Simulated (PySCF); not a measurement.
C4H7NSi.
Bonds: C1–C2 (double), C2–C3, C3–Si4, Si4–C5, C5–N6 (triple). Hydrogens: H7, H8 on C1; H9 on C2; H10, H11 on C3; H12, H13 on Si4.

Computed geometry: GFN2-xTB, gas phase.

Question: What internal coordinates does the optimisation give?

Answer: 
```json
{"bond": "C1=C2", "length (bohr)": "2.496", "order": "double"}
{"bond": "C2–C3", "length (bohr)": "2.814", "order": "single"}
{"bond": "C3–Si4", "length (bohr)": "3.609", "order": "single"}
{"bond": "Si4–C5", "length (bohr)": "3.532", "order": "single"}
{"bond": "C5≡N6", "length (bohr)": "2.165", "order": "triple"}
{"bond": "C1–H7", "length (bohr)": "2.038", "order": "single"}
{"bond": "C1–H8", "length (bohr)": "2.034", "order": "single"}
{"bond": "C2–H9", "length (bohr)": "2.046", "order": "single"}
{"bond": "C3–H10, C3–H11", "length (bohr)": "2.064", "order": "single"}
{"bond": "Si4–H12, Si4–H13", "length (bohr)": "2.767", "order": "single"}
```

Bonds in one row agree within 0.02 bohr and their mean is given. Orders are formal, as drawn. A selection of angles:
```json
{"angle": "C2–C1–H7", "degrees": "121.6"}
{"angle": "C2–C1–H8", "degrees": "122.1"}
{"angle": "H7–C1–H8", "degrees": "116.3"}
{"angle": "C1–C2–C3", "degrees": "124.5"}
{"angle": "C1–C2–H9", "degrees": "120.1"}
{"angle": "C3–C2–H9", "degrees": "115.4"}
{"angle": "C2–C3–Si4", "degrees": "111.1"}
{"angle": "C2–C3–H10", "degrees": "109.9"}
{"angle": "Si4–C3–H10", "degrees": "109.6"}
{"angle": "H10–C3–H11", "degrees": "107.4"}
{"angle": "C3–Si4–C5", "degrees": "105.7"}
{"angle": "C3–Si4–H12", "degrees": "112.3"}
{"angle": "C5–Si4–H12", "degrees": "106.7"}
{"angle": "H12–Si4–H13", "degrees": "112.5"}
{"angle": "Si4–C5–N6", "degrees": "179.7"}
```

Torsions: C1–C2–C3–Si4 106° (anticlinal); C2–C3–Si4–C5 179° (antiperiplanar). The mirror-image conformer, all signs reversed, is as good.

Of the pairs four or more bonds apart, H7···H10 is among the closest relative to their van der Waals radii: 2.44 Å, 102 % of the sum of Bondi's values. Si4 (SiH2 silicon) is distorted tetrahedral (angles from 105.7° to 112.5°). The C–C distances run from 1.321 Å (C1=C2, drawn double) to 1.489 Å (C2–C3, drawn single), a spread of 0.168 Å. The 2 C–Si bonds span 1.869 Å (Si4–C5, drawn single) to 1.910 Å (C3–Si4, drawn single), a spread of 0.041 Å.

Point group: C1 (no symmetry element, even within 0.4 Å). Stationary, but not proved a minimum. One conformer, not necessarily the lowest.
